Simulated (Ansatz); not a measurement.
Reaction (ligand exchange at the Si–O bond): `NCCO[SiH3]` + `C=C[SiH2]N` → `C=C[SiH2]N[SiH3]` + `NCCO`

Gas-phase electronic energies from Ansatz, PBE0-D4/def2-TZVP geometries. CCSD(T)/CBS adds triple-zeta CCSD(T) − MP2 to the extrapolated MP2 energy (def2 sets, frozen cores). This one scheme is used for every species. Functionals use def2-TZVPP. B3LYP here is the variant with VWN-RPA as its local correlation; programs differ in this. HSE06 is defined as in plane-wave codes. Each species was taken in one conformer, which may not be the lowest.

```tsv
level	ΔE (kJ/mol)	difference from CCSD(T)/CBS
LDA (SPW92)	30.5	0.2
revPBE-D4	28.3	-2.0
BLYP-D4	34.7	4.4
r2SCAN-D4	33.7	3.4
B97M-V	34.4	4.1
PBE0-D4	28.6	-1.7
B3LYP-D4	34.4	4.1
r2SCANh-D4	33.1	2.8
r2SCAN0-D4	32.4	2.1
HSE06-D4	28.4	-1.9
BHLYP-D4	34.4	4.1
ωB97X-V	32.6	2.3
ωB97M-V	32.0	1.7
B2PLYP	34.4	4.1
PBE-QIDH	29.6	-0.7
PBE	29.5	-0.8
revPBE	29.1	-1.2
r2SCAN	33.7	3.4
PBE0	29.0	-1.3
B3LYP	35.3	5.0
r2SCANh	33.2	2.9
r2SCAN0	32.4	2.1
HSE06	28.8	-1.5
BHLYP	36.1	5.8
CAM-B3LYP	36.4	6.1
LC-ωPBE	30.6	0.3
RPA@PBE/def2-TZVPP	30.0	-0.3
HF/def2-SVP	29.5	-0.8
MP2/def2-SVP	27.2	-3.1
CCSD/def2-SVP	26.8	-3.5
CCSD(T)/def2-SVP	26.5	-3.8
HF/def2-TZVPP	37.5	7.2
MP2/def2-TZVPP	31.1	0.8
SCS-MP2/def2-TZVPP	32.3	2.0
CCSD/def2-TZVPP	31.4	1.1
CCSD(T)/def2-TZVPP	30.7	0.4
HF/def2-QZVPP	37.8	7.5
MP2/def2-QZVPP	31.0	0.7
HF/CBS(def2)	37.8	7.5
MP2/CBS(def2)	30.8	0.5
CCSD(T)/CBS	30.3	0
```

Largest T1 diagnostic among the species: 0.011.

Leaving LDA and LC-ωPBE aside and taking each functional with its dispersion term where it has one, the values, not all of them listed here, spread over 7.6 kJ/mol, from revPBE-D4 to CAM-B3LYP-D4. In def2-TZVPP, CCSD(T) changes the Hartree–Fock value by −6.8 kJ/mol (the triples alone add −0.7 kJ/mol) and MP2 by −6.3 kJ/mol.

CCSD(T)/CBS has its own doubt, a few kJ/mol and more with outer-core shells, so smaller differences from it don't rank the levels.
